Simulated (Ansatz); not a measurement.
```xyz
10

C    -0.701   -0.794    0.630
O     0.682   -0.610    0.995
C     1.201    0.275   -0.018
Si   -0.550    0.573   -0.671
H    -0.877   -1.807    0.248
H    -1.351   -0.631    1.493
H     1.884   -0.254   -0.692
H     1.741    1.108    0.440
H    -1.171    1.882   -0.332
H    -0.858    0.258   -2.093
```

The species carries charge 0 and has multiplicity 1.

Question: List the r2SCAN/def2-TZVPP orbital energies in eV (Ansatz 0.2.0). (An estimate is asked.)

Answer: Computed: Occupied: -1790.99, -515.84, -273.98, -273.98, -141.47, -96.34, -96.32, -96.30, -27.05, -18.09, -16.56, -13.23, -11.99, -11.26, -11.20, -10.16, -8.75, -7.52, -6.93, -6.02. Lowest empty: -0.53, 0.35, 1.17, 1.45, 2.04, 2.76, 3.03, 3.38.
